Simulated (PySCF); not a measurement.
Quadrupolar nuclei of `C#C[Si@]1(C)C[C@@H](SC)C1` in NMR

Species: C7H12SSi.
Structure used (GFN2-xTB), in Å, numbered top down from 1:
```
atom  x, y, z in Å
C1     3.1258    2.2360    0.0179
C2     2.4391    1.2489    0.0386
Si3    1.3765   -0.2697    0.0602
C4     2.4027   -1.8227    0.4135
C5     0.0743   -0.2786   -1.3446
C6    -0.9860    0.2524   -0.3699
S7    -2.5872   -0.6093   -0.5509
C8    -3.5910    0.4058    0.5680
C9    -0.2824    0.0178    0.9760
H10    3.7269    3.0996   -0.0007
H11    2.9027   -1.7411    1.3729
H12    3.1667   -1.9538   -0.3457
H13    1.7859   -2.7158    0.4284
H14   -0.1853   -1.2756   -1.6960
H15    0.2192    0.3518   -2.2175
H16   -1.1813    1.3132   -0.5362
H17   -3.6090    1.4318    0.2087
H18   -3.1776    0.3602    1.5717
H19   -4.5933   -0.0098    0.5587
H20   -0.3710    0.8501    1.6701
H21   -0.6647   -0.8742    1.4699
```

Computed at PBE0/pcSseg-1 (PySCF, non-relativistic):

| atom | environment | nucleus | spin I | Q (b) | CQ = χzz (MHz) | η |
| --- | --- | --- | --- | --- | --- | --- |
| S7 | sulfide sulfur | 33S | 3/2 | -0.0678 | 48.887 | 0.583 |

**Question.** PQ = |CQ|√(1 + η²/3), νQ = 3|CQ|/[2I(2I − 1)], ν0 = |g|·7.62259 MHz/T·B with g(33S) = 0.42921: values at 21.15 T?

**Answer.** 
```tsv
atom	PQ (MHz)	νQ (MHz)	ν0 (MHz)	νQ/ν0
S7	51.58	24.44	69.20	0.353
```

For S7: PQ = 48.89 × 1.0551, νQ = 48.89 × 0.5000, ν0 = 3.2717 MHz/T × 21.15 T.

For S7 νQ isn't small against ν0, so the high-field expansions of solid-state NMR fail there at this field.

**Question.** Quadrupolar 1/T1 and linewidth for τc = 4 ps (extreme narrowing, isotropic tumbling)?

**Answer.** Rate = (3π²/10) PQ² τc (2I + 3)/[I²(2I − 1)], the same for T1 and T2; width = rate/π.

```tsv
site	spin factor (2I + 3)/[I²(2I − 1)]	1/T1 (s⁻¹)	T1 (ms)	linewidth (Hz)
33S at S7	1.333	42000	0.0238	13400
```

Solvent, lattice and vibrations would change these gradients. Isolated species at its GFN2-xTB geometry (one conformer only). GFN2-xTB bond lengths can be off by several hundredths of an ångström, more for odd bonds, and the gradients follow them. With so small a basis the couplings can be 20 % off.
